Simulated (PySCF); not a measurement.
GeI, SMILES [Ge][I] (connectivity only; charge and spin as stated), charge +1, multiplicity 1.

Geometry: B3LYP-D3(BJ)/def2-TZVP. The multiplicity is an assumed one; other spin states were not compared. The def2 effective core potentials stand for the cores of I; spin–orbit coupling is left out.

Vertical ionisation energy (IE) and electron affinity (EA) in eV. Rows of orbital energies are one-electron estimates. Where ΔSCF, EOM or ADC give a negative EA the extra electron is unbound and the value depends on the basis.

| level | IE | EA |
|---|---|---|
| −ε(HOMO), −ε(LUMO), HF/def2-TZVPD (PySCF) | 16.35 | 6.08 |
| −ε(HOMO), −ε(LUMO), r2SCAN/def2-TZVPD (PySCF) | 13.47 | 9.80 |
